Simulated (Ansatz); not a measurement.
`[NH2][GaH][O][SiH3]` + Cl• → `[NH2][Ga][O][SiH3]`• + HCl  (hydrogen abstraction from a Ga–H bond)

Gas-phase electronic energies from Ansatz, PBE0-D4/def2-TZVP geometries. CBS: MP2 limit from def2 TZ/QZ plus the TZ coupled-cluster correction, frozen cores. This one scheme is used for every species, atoms too. Functionals use def2-TZVPP. Open shells (•) are unrestricted, without spin–orbit coupling. Spin–orbit coupling would lower the free atoms: a little for Cl. Bonds to Ga are less sure, by a few kJ/mol each and by 10 to 20 or more in all where they break to atoms, as the def2 sets lack core-valence functions. Scalar relativity is left out up to krypton. One conformer a species, not always the lowest.

```
        level  ΔE (kJ/mol)
      BLYP-D4        -96.1
          PBE       -109.7
CCSD/def2-SVP        -58.5
 HF/CBS(def2)        -43.3
```

**Question.** What does CCSD(T)/CBS give? (Best estimate.)

**Answer.** The calculation gave: -79.3 kJ/mol. The listed levels differ from it by -16.8, -30.4, 20.8, 36.0 kJ/mol.

Largest T1 diagnostic among the species: 0.016.

From r2SCAN to r2SCAN0 (25 % exact exchange), in def2-TZVPP and without D4, ΔE moves by +10.1 kJ/mol. Leaving LDA and LC-ωPBE aside and taking each functional with its dispersion term where it has one, the values, not all of them listed here, spread over 39.2 kJ/mol, from PBE-D4 to BHLYP-D4. LDA lies −13.1 kJ/mol from PBE without D4. In def2-TZVPP, CCSD(T) changes the Hartree–Fock value by −34.9 kJ/mol (the triples alone add −6.6 kJ/mol) and MP2 by −47.7 kJ/mol.

CCSD(T)/CBS has its own doubt, a few kJ/mol and more with outer-core shells, so smaller differences from it don't rank the levels.
